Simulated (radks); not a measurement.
Species: Rb V. Configuration: [Ar] 3d10 4s2 4p1 4d2 (not the ground configuration). All-electron calculation, scalar-relativistic Kohn-Sham, SCAN, spin-unpolarised, spherical densities, finite nucleus; meta-GGA in the generalised Kohn-Sham scheme; Fermi nuclear charge, rms radius 4.2036 fm. Program: a radial shooting solver on a logarithmic mesh with Libxc functionals.

Local quantities along the radius. ELF = 1/(1 + alpha^2) is the electron localisation function; alpha = (tau - tau_W)/tau_unif compares the Pauli kinetic energy density with that of the uniform gas. tau is taken from the large components.

r (bohr),ELF,alpha
0.00156,1.000,0.01986
0.001787,1.000,0.01990
0.002031,1.000,0.02005
0.002327,1.000,0.02032
0.002666,1.000,0.02074
0.003055,1.000,0.02131
0.003472,1.000,0.02203
0.003977,0.999,0.02300
0.004557,0.999,0.02423
0.005221,0.999,0.02580
0.005934,0.999,0.02765
0.006798,0.999,0.03013
0.007788,0.999,0.03331
0.008923,0.999,0.03740
0.01014,0.998,0.04240
0.01162,0.998,0.04941
0.01331,0.997,0.05889
0.01525,0.995,0.07199
0.01733,0.992,0.08924
0.01986,0.987,0.1155
0.02275,0.977,0.1546
0.02607,0.956,0.2141
0.02986,0.914,0.3063
0.03394,0.838,0.4389
0.03889,0.704,0.6487
0.04455,0.528,0.9447
0.05104,0.382,1.272
0.05801,0.308,1.498
0.06646,0.306,1.507
0.07614,0.379,1.280
0.08724,0.510,0.9796
0.09915,0.645,0.7419
0.1136,0.742,0.5890
0.1301,0.783,0.5263
0.1491,0.766,0.5521
0.1695,0.682,0.6823
0.1942,0.502,0.9965
0.2224,0.326,1.437
0.2548,0.261,1.684
0.2896,0.324,1.445
0.3318,0.492,1.016
0.3802,0.666,0.7074
0.4356,0.756,0.5676
0.499,0.779,0.5326
0.5672,0.750,0.5775
0.6498,0.651,0.7316
0.7444,0.456,1.092
0.8529,0.262,1.678
0.9694,0.171,2.200
1.111,0.201,1.996
1.272,0.338,1.399
1.458,0.427,1.159
1.657,0.413,1.192
1.898,0.315,1.473
2.175,0.189,2.070
2.491,0.098,3.042
2.832,0.047,4.500
3.244,0.019,7.198
3.717,0.006,12.64
4.258,0.002,25.36
4.84,0.000,56.93
5.545,0.000,163.0
6.353,0.000,585.5

On this mesh the ELF has minima near r = 0.066, 0.25, 0.97 bohr, which separate the shells, and maxima near 0.0016 (1.00), 0.13 (0.78), 0.50 (0.78), 1.5 (0.43).

Self-consistent cycle (total energy in hartree, residual of the potential): 1: -2964.221820, 1e+01; 2: -2972.044646, 6e+00; 3: -2975.272496, 9e-01; 4: -2975.307488, 4e-01; 5: -2975.325047, 5e-02; 6: -2975.325174, 1e-02; 7: -2975.325294, 2e-03; 8: -2975.325284, 3e-04; 9: -2975.325281, 9e-05; 10: -2975.325281, 3e-05; 11: -2975.325281, 2e-05; 12: -2975.325281, 6e-06; 13: -2975.325281, 6e-07.
